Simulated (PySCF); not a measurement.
The first ionisation energy along the 3d series

Calculated with PySCF 2.14 from differences of total energies of unrestricted determinants, without spin-orbit coupling. Values in eV. The last column holds reference values (NIST; (s) semi-empirical, (t) theoretical, else measured). Unmarked ones compare directly (S terms, centres of terms, or small fine structure); those marked * lie between the lowest fine-structure levels and include a spin-orbit shift.

| element | configurations | UHF | MP2 (valence) | SCS-MP2 (valence) | LDA | PBE | PBE0 | reference |
| --- | --- | --- | --- | --- | --- | --- | --- | --- |
| Sc (aug-cc-pVTZ-DK, spin-free X2C) | [Ar] 3d1 4s2 → [Ar] 3d1 4s1 | 5.390 | 6.106 | 6.254 | 6.685 | 6.533 | 6.378 | 6.562 |
| Ti (aug-cc-pVTZ-DK, spin-free X2C) | [Ar] 3d2 4s2 → [Ar] 3d2 4s1 | 5.557 | 6.378 | 6.553 | 6.929 | 6.692 | 6.570 | 6.828 |
| V (aug-cc-pVTZ-DK, spin-free X2C) | [Ar] 3d3 4s2 → [Ar] 3d4 | 6.167 | 6.590 | 7.105 | 6.482 | 6.397 | 6.355 | 6.732 |
| Cr (aug-cc-pVTZ-DK, spin-free X2C) | [Ar] 3d5 4s1 → [Ar] 3d5 | 6.005 | 6.518 | 6.176 | 7.604 | 7.400 | 7.057 | 6.767 |
| Mn (aug-cc-pVTZ-DK, spin-free X2C) | [Ar] 3d5 4s2 → [Ar] 3d5 4s1 | 6.022 | 7.043 | 7.268 | 7.577 | 7.245 | 7.099 | 7.434 |
| Fe (aug-cc-pVTZ-DK, spin-free X2C) | [Ar] 3d6 4s2 → [Ar] 3d6 4s1 | 6.432 | 7.539 | 7.727 | 8.142 | 7.832 | 7.635 | 7.904 |
| Co (aug-cc-pVTZ-DK, spin-free X2C) | [Ar] 3d7 4s2 → [Ar] 3d8 | 8.295 | 7.429 | 7.451 | 7.892 | 7.783 | 7.872 | 7.869 |
| Ni (aug-cc-pVTZ-DK, spin-free X2C) | [Ar] 3d8 4s2 → [Ar] 3d9 | 8.224 | 6.992 | 7.193 | 7.606 | 7.695 | 7.788 | 7.640 * |
| Cu (aug-cc-pVTZ-DK, spin-free X2C) | [Ar] 3d10 4s1 → [Ar] 3d10 | 6.583 | 7.654 | 7.484 | 8.631 | 8.383 | 7.971 | 7.726 |
| Zn (aug-cc-pVTZ-DK, spin-free X2C) | [Ar] 3d10 4s2 → [Ar] 3d10 4s1 | 7.780 | 9.179 | 9.189 | 9.914 | 9.602 | 9.278 | 9.394 |

```csv
method,elements,mean error (eV),mean absolute error (eV),largest error (eV)
UHF,9,-0.999,1.093,-1.614
MP2 (valence),9,-0.309,0.309,-0.456
SCS-MP2 (valence),9,-0.223,0.306,-0.590
LDA,9,0.293,0.349,0.905
PBE,9,0.072,0.261,0.657
PBE0,9,-0.111,0.231,-0.378
```

Errors include the incompleteness of the basis and the frozen core.

"Valence" correlates the outer s and p shells and, in groups 3 to 12 and the f block, the outer d or f shell, open or full, or the next shell where the ion has no valence electron left; the wider scheme adds the next inner shell.
